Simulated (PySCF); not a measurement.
C2H12O4Si3, SMILES C[Si](O)(O)[SiH2][Si](C)(O)O at its GFN2-xTB optimised geometry (Å):

```
21

Si     0.0442     1.0499     0.0000
C      1.1065     2.2648    -1.0228
O     -1.4755     0.9696    -0.5864
O     -0.1598     1.6910     1.5029
Si     0.7746    -1.1302     0.0000
Si    -0.0458    -2.4286    -1.7092
C     -1.9216    -2.7140    -1.7772
O      0.4889    -1.5868    -3.0146
O      0.5287    -3.9665    -1.7593
H      0.7152     3.2797    -0.9908
H      2.1310     2.2994    -0.6627
H      1.1416     1.9591    -2.0634
H     -2.0930     1.6751    -0.4079
H      0.5882     1.8430     2.0704
H      0.5182    -1.7782     1.3070
H      2.2606    -1.1302     0.0000
H     -2.4455    -1.7631    -1.7753
H     -2.2606    -3.2797    -0.9164
H     -2.2222    -3.2627    -2.6664
H      0.2487    -1.8389    -3.9035
H      1.4640    -4.1470    -1.7600
```

Level of theory: CAM-B3LYP/def2-SVP (PySCF). Cells within 0.4 Å of a nucleus heavier than hydrogen are left out (blank, or x).

Map of the log10 of the electron density (e/bohr³), floored at −4 on the plane z = 0.0 Å:

```
|000000000000000000000000000|
|000000000000000000000000000|
|000000000000000100000000000|
|000000000000012221000000000|
|000000000000133432210000000|
|000000000001234544332000000|
|000000011222345555543100000|
|000000234444456666654200000|
|000001356655667766654200000|
|000001467777777766543100000|
|0000014678888x9765432000000|
|0000013578988x9764321000000|
|000000256777787765432100000|
|000000135666677765543200000|
|000000023445677777664310000|
|000000001234679x87875420000|
|00000001123467xx88886420000|
|000000112234577877765310000|
|000001223334566666554210000|
|000001334334455554432100000|
|000002344433444433221000000|
|000002344433333332100000000|
|000001344322233321000000000|
|000000122211122210000000000|
|000000011000012100000000000|
|000000000000000000000000000|
|000000000000000000000000000|
```
Scale: ten equal steps from -4.00 (start of '0') to -0.200 (end of '9'), in the order '0123456789'; x runs from -5.50 to 5.50, y from -5.50 (bottom) to 5.50 (top).
